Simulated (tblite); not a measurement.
Species: C₆H₈ClO (doublet state).
Z-matrix (Å and degrees, GFN2-xTB geometry), rows numbered from 1:
```
C 
C   1  1.3083
C   2  1.4642  1  148.87
C   2  1.4730  1  148.77  3   176.84
O   4  1.3959  2  121.17  3   105.07
C   5  1.4334  4  115.01  2    61.03
C   6  1.4789  5  112.95  4    68.47
Cl  7  1.6907  6  119.70  5   -95.03
H   1  1.0788  2  121.48  3     2.36
H   1  1.0784  2  121.92  3  -178.34
H   3  1.0805  2  117.80  4  -106.24
H   3  1.0803  2  119.79  4   107.12
H   4  1.0905  2  117.67  3  -106.96
H   6  1.0940  5  103.54  4  -172.67
H   6  1.0967  5  109.61  4   -55.53
H   7  1.0764  6  120.72  5    61.44
```

Structure optimised with GFN2-xTB, isolated species. This method treats the open shell by occupation alone, without spin polarisation.

Take the most abundant isotopes and a rigid rotor. The values belong to one conformer with, in the numbering `[CH2:1]=[C:2]1[CH2:3][C@H:4]1[O:5][CH2:6][CH:7][Cl:8]`, C3–C4–O5–C6 129°, C4–O5–C6–C7 68°, O5–C6–C7–Cl8 -95°.

Task: What are A, B and C (GHz)?

Result: Ia = 190.02, Ib = 424.21, Ic = 538.09 u·Å²; 505379 MHz·u·Å²/I gives 2660, 1191 and 939.2 MHz, that is A = 2.6596, B = 1.1913, C = 0.9392 GHz.

Task: What kind of rotor is it?

Result: An asymmetric top; Ray's κ = -0.707.

Task: What does the inertial defect say?

Result: Not planar: Δ = Ic − Ia − Ib = -76.13 u·Å². For a rigid frame Δ = −2 Σ m c², so Σ m c² = 38.07 u·Å² lies off the ab plane: 11.61 from hydrogen and 26.46 from heavier atoms. The atom farthest from that plane is 1.62 Å away.

Task: Give the other two planar moments, Paa and Pbb, and the rms extents of the mass along the axes.

Result: Paa = Σ m a² = (Ib + Ic − Ia)/2 = 386.14 and Pbb = Σ m b² = (Ia + Ic − Ib)/2 = 151.95 u·Å². With the mass M = 131.03 u, the rms extents √(P/M) along a, b and c are 1.72, 1.08, 0.54 Å.

Task: Estimate the classical rotational partition function at 50 K, 100 K and 298.15 K.

Result: Point group C1, symmetry number σ = 1; q = (√π/σ)·√((kT/h)³/(ABC)), k/h = 20836.6 MHz/K: 34600 at 50 K, 97700 at 100 K, 503000 at 298.15 K.

For this open shell read J as N, the rotation without spin; fine and hyperfine splittings come on top. Its GFN2-xTB frequencies are all real (lowest 39 cm⁻¹). No vibrational averaging or centrifugal distortion is included, and the geometry carries the error of its method.

The run took 1.0 s wall on one thread, Arm Neoverse V2 (aarch64), shared host with 96 logical CPUs at a one-minute load of 35. That covers the optimisation of the geometry.

These are computed values.
